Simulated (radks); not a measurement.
Results of a calculation; reference values are marked as such.
Te13+, configuration [Kr] 4d3 (the NIST ground configuration). Level of theory: Dirac Kohn-Sham, LDA (Slater exchange, Perdew-Wang correlation), spin-unpolarised, spherical densities, point nucleus; open shells fill j = l - 1/2 first (a radial shooting solver on a logarithmic mesh with Libxc functionals).

Radial electron density D(r) = 4 pi r^2 rho(r):

```
   r/bohr * D(r) (the largest magnitude, 86.3, reaches the edge; | marks zero)
 0.001816 |  *
 0.002048 |   *
 0.002327 |    *
 0.002645 |     *
 0.002982 |      *
 0.003389 |        *
 0.003852 |          *
 0.004378 |            *
 0.004936 |              *
  0.00561 |                 *
 0.006377 |                    *
  0.00719 |                       *
 0.008171 |                          *
 0.009287 |                              *
  0.01056 |                                 *
   0.0119 |                                    *
  0.01353 |                                       *
  0.01537 |                                         *
  0.01733 |                                          *
   0.0197 |                                           *
  0.02239 |                                          *
  0.02545 |                                         *
  0.02869 |                                       *
  0.03261 |                                      *
  0.03706 |                                     *
  0.04179 |                                     *
   0.0475 |                                       *
  0.05398 |                                          *
  0.06135 |                                               *
  0.06917 |                                                   *
  0.07862 |                                                      *
  0.08936 |                                                      *
   0.1007 |                                                    *
   0.1145 |                                               *
   0.1301 |                                          *
   0.1479 |                                      *
   0.1668 |                                     *
   0.1895 |                                       *
   0.2154 |                                          *
   0.2429 |                                             *
   0.2761 |                                           *
   0.3138 |                                      *
   0.3566 |                              *
   0.4021 |                      *
    0.457 |               *
   0.5194 |             *
   0.5856 |            *
   0.6656 |            *
   0.7564 |            *
   0.8597 |         *
   0.9694 |      *
    1.102 |   *
    1.252 | *
    1.412 |*
    1.605 *
    1.824 *
    2.073 *
    2.337 *
    2.656 *
```

D(r) has 4 maxima, at r = 0.0195, 0.0859, 0.251, 0.650 bohr, and minima at 0.0383, 0.164, 0.563 bohr, inside which lie 2.03, 11.16, 29.37 electrons.
